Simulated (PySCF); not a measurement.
C4H7BN2, SMILES C1=NCN=CB1C.

Coordinates come from a PBE0-D3(BJ)/def2-SVP optimisation. This is a generated structure with no PubChem entry under its InChIKey; it may be hypothetical. Other conformers were not sampled.

Two levels are set side by side: TDDFT-PBE/def2-SVPD (PySCF) and TDDFT-M06-2X/def2-SVPD (PySCF). Vertical, same geometry. The lowest singlet is HOMO→LUMO 100 % with PBE and HOMO→LUMO 96 % with the other functional; states are paired by order. Differences are taken from unrounded values.

| quantity | TDDFT-M06-2X | TDDFT-PBE | TDDFT-PBE minus TDDFT-M06-2X |
|---|---|---|---|
| lowest singlet excitation (eV) | 2.53 | 1.91 | -0.61 |
| lowest triplet excitation (TDA) (eV) | 2.15 | 1.50 | -0.65 |
| first bright state (f over 0.05) (eV) | 6.02 | 5.15 | -0.87 |
| its oscillator strength | 0.31 | 0.18 | -0.13 |

Functionals without exact exchange tend to place singlet excitations lower, as here. Differences between two approximate levels are no errors against the true value.

Rough cost on one machine, each run with all the roots and properties that it gave: TDDFT-M06-2X against TDDFT-PBE about 20 times.
